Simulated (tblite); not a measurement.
Compound: C6H14AlFS.
SMILES with atom numbers: `[CH3:1][CH:2]([CH3:3])/[CH:4]=[CH:5]/[S@+:6]([CH3:7])[AlH2-:8][F:9]` (hydrogens: H10, H11, H12 on C1; H13 on C2; H14, H15, H16 on C3; H17 on C4; H18 on C5; H19, H20, H21 on C7; H22, H23 on Al8)
Bond orders are those of one Lewis drawing.

Computed with GFN2-xTB (tblite), gas phase: L-BFGS steps from a force-field or distance-geometry start until the largest atomic force falls under 0.01 eV/Å.

Step 6: E = -792.1803 eV
```
atom  x, y, z in Å  |  force x, y, z in eV/Å
C1      2.6395   -1.4112    0.3017    0.078  -0.105   0.005
C2      1.9941   -0.0346    0.4491    0.082  -0.016   0.134
C3      2.9470    1.0789   -0.0051    0.080   0.104  -0.061
C4      0.6908    0.0582   -0.2696   -0.160   0.080   0.149
C5     -0.4363    0.3040    0.3832   -0.116  -0.023  -0.108
S6     -1.9714    0.3986   -0.5243   -0.015  -0.130   0.077
C7     -2.9479    1.7743    0.1923   -0.028   0.063  -0.030
Al8    -3.2860   -1.7946   -0.4408    0.035   0.330  -0.275
F9     -4.1028   -1.5198   -1.8561    0.032   0.007   0.083
H10     3.7028   -1.3148    0.5012    0.064  -0.174   0.025
H11     2.2251   -2.1078    1.0251   -0.098  -0.060  -0.094
H12     2.5091   -1.8209   -0.6957   -0.013   0.049  -0.035
H13     1.7803    0.1169    1.5077    0.087   0.000   0.191
H14     3.9664    0.7053   -0.0568    0.024   0.081   0.030
H15     2.6862    1.4598   -0.9883   -0.051  -0.001  -0.022
H16     2.9215    1.9013    0.7062   -0.012   0.058  -0.131
H17     0.6864   -0.0540   -1.3419    0.053  -0.010  -0.050
H18    -0.4304    0.3842    1.4632   -0.381   0.132  -0.164
H19    -2.4394    2.7093   -0.0421   -0.003  -0.132   0.098
H20    -3.8867    1.7333   -0.3612    0.062  -0.005   0.125
H21    -3.1456    1.6950    1.2632    0.188  -0.193  -0.235
H22    -2.0642   -2.7005   -0.5045    0.206  -0.122   0.019
H23    -4.0431   -1.5340    0.8496   -0.114   0.065   0.268
```

Step 7: E = -792.2071 eV
```
atom  x, y, z in Å  |  force x, y, z in eV/Å
C1      2.6430   -1.4167    0.3015    0.035  -0.007   0.010
C2      1.9956   -0.0348    0.4568    0.144   0.038   0.030
C3      2.9485    1.0861   -0.0061    0.033  -0.079  -0.055
C4      0.6876    0.0618   -0.2620   -0.121   0.046   0.190
C5     -0.4480    0.3087    0.3794    0.065  -0.087  -0.228
S6     -1.9743    0.3946   -0.5365   -0.028  -0.113   0.081
C7     -2.9425    1.7664    0.1912   -0.107   0.123  -0.114
Al8    -3.2943   -1.8068   -0.4432    0.095   0.389  -0.133
F9     -4.1023   -1.5104   -1.8609    0.035  -0.038   0.125
H10     3.7102   -1.3369    0.5045   -0.052  -0.098  -0.003
H11     2.2222   -2.1147    1.0218   -0.092  -0.036  -0.133
H12     2.5102   -1.8186   -0.7012   -0.006   0.072   0.042
H13     1.7840    0.1159    1.5169    0.111  -0.004   0.147
H14     3.9697    0.7108   -0.0590   -0.050   0.110   0.049
H15     2.6861    1.4618   -0.9925   -0.055  -0.039   0.023
H16     2.9216    1.9135    0.6985   -0.014   0.036  -0.104
H17     0.6894   -0.0534   -1.3342    0.048  -0.010  -0.051
H18    -0.4549    0.3923    1.4549   -0.361   0.139  -0.028
H19    -2.4419    2.7058   -0.0359    0.072  -0.104   0.054
H20    -3.8843    1.7362   -0.3581    0.050  -0.033   0.129
H21    -3.1353    1.6886    1.2596    0.161  -0.247  -0.126
H22    -2.0474   -2.7003   -0.5051    0.048  -0.053   0.026
H23    -4.0476   -1.5230    0.8656   -0.012  -0.003   0.070
```

**Question.** Estimate the geometry and energy of step 8. (The exact step hangs on the optimiser's Hessian estimate; all steps are aligned on step 7, rigid shifts and turns removed.)

**Answer.** E = -792.2290 eV, largest force 0.342 eV/Å
```
atom  x, y, z in Å  |  force x, y, z in eV/Å
C1      2.6464   -1.4212    0.3015   -0.034   0.080   0.014
C2      1.9980   -0.0344    0.4640    0.137   0.061  -0.030
C3      2.9501    1.0904   -0.0080   -0.029  -0.163  -0.018
C4      0.6848    0.0652   -0.2554    0.005  -0.011   0.148
C5     -0.4578    0.3105    0.3742    0.157  -0.099  -0.187
S6     -1.9784    0.3885   -0.5419   -0.051  -0.080  -0.023
C7     -2.9391    1.7616    0.1880   -0.101   0.090  -0.119
Al8    -3.2940   -1.8021   -0.4471    0.129   0.312   0.051
F9     -4.1031   -1.5050   -1.8637    0.033  -0.043   0.125
H10     3.7161   -1.3543    0.5071   -0.134  -0.048  -0.017
H11     2.2172   -2.1207    1.0169   -0.073  -0.016  -0.151
H12     2.5105   -1.8156   -0.7051    0.006   0.088   0.084
H13     1.7896    0.1153    1.5274    0.130  -0.009   0.056
H14     3.9728    0.7166   -0.0592   -0.083   0.115   0.047
H15     2.6842    1.4627   -0.9958   -0.045  -0.078   0.050
H16     2.9212    1.9229    0.6908   -0.015   0.016  -0.088
H17     0.6928   -0.0532   -1.3294    0.045  -0.007   0.009
H18    -0.4810    0.4013    1.4468   -0.312   0.131   0.049
H19    -2.4418    2.7016   -0.0302    0.136  -0.042  -0.003
H20    -3.8828    1.7374   -0.3534   -0.016  -0.042   0.079
H21    -3.1241    1.6780    1.2532    0.120  -0.260   0.010
H22    -2.0338   -2.7028   -0.5048   -0.093   0.045   0.026
H23    -4.0524   -1.5157    0.8801    0.086  -0.040  -0.112
```

The energy changes by -0.0219 eV. The first-order estimate −F·Δx gives -0.0301 eV and the mean of the old and new forces, exact on a quadratic surface, -0.0219 eV. The step makes an angle of 53° with the force vector and moves no atom by more than 0.029 Å.

The cost below is that of the whole relaxation. On one thread, Arm Neoverse N1 (aarch64), shared host with 64 logical CPUs at a one-minute load of 60, this took 4.3 s of wall time.
